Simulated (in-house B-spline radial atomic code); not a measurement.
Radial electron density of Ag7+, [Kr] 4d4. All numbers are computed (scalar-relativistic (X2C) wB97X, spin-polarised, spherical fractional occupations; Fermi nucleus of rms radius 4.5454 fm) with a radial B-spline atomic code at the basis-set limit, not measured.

Caution: exact exchange at fractional occupations of open shells leaves self-interaction of up to several eV.

One-electron X2C: radii and densities carry no picture-change correction, so inner-shell <1/r> comes out high (for 1s by about 2 % at Z = 33, 5 % at 54, 10 % at 75, 30 % at 118) and <r> low.

Columns: r (bohr), 4πr²n(r) (electrons per bohr), bar.

```
0.000923    1.559 #
 0.00112    2.136 #
 0.00136    2.921 ##
 0.00165    3.973 ##
   0.002    5.367 ###
 0.00243    7.232 ####
 0.00294     9.61 ######
 0.00357    12.72 #######
 0.00434    16.66 ##########
 0.00526    21.44 ############
 0.00638    27.14 ################
 0.00775    33.71 ###################
  0.0094    40.75 ########################
  0.0114    47.78 ############################
  0.0138    53.99 ###############################
  0.0168    58.63 ##################################
  0.0204     60.6 ###################################
  0.0247    59.66 ##################################
    0.03     56.4 #################################
  0.0364    52.74 ##############################
  0.0442    51.42 ##############################
  0.0536    54.76 ################################
   0.065    62.73 ####################################
  0.0789    71.83 ##########################################
  0.0958    76.12 ############################################
   0.116    71.65 #########################################
   0.141    60.54 ###################################
   0.171     51.5 ##############################
   0.208    51.66 ##############################
   0.252    58.36 ##################################
   0.306    60.49 ###################################
   0.371    50.33 #############################
    0.45     32.8 ###################
   0.546     19.7 ###########
   0.663    16.21 #########
   0.804       17 ##########
   0.976    15.15 #########
    1.18       10 ######
    1.44    4.583 ###
    1.74    1.529 #
    2.12    0.324 
    2.57  0.04833 
    3.11 0.004731 
    3.78 0.0002035
```

On this grid the curve has 4 maxima, near 0.0204, 0.0958, 0.306, 0.804 bohr.

The 4p down radial function P(r) = rR(r), positive near the nucleus:

```csv
r (bohr),P
0.00136,0.001623
0.002,0.003121
0.00294,0.006049
0.00434,0.01184
0.00638,0.02292
0.0094,0.0439
0.0138,0.08145
0.0204,0.1461
0.03,0.2419
0.0442,0.3572
0.065,0.4313
0.0958,0.3425
0.141,-0.01523
0.208,-0.5064
0.306,-0.6125
0.45,0.04888
0.663,0.9646
0.976,1.136
1.44,0.5737
2.12,0.118
3.11,0.007264
```
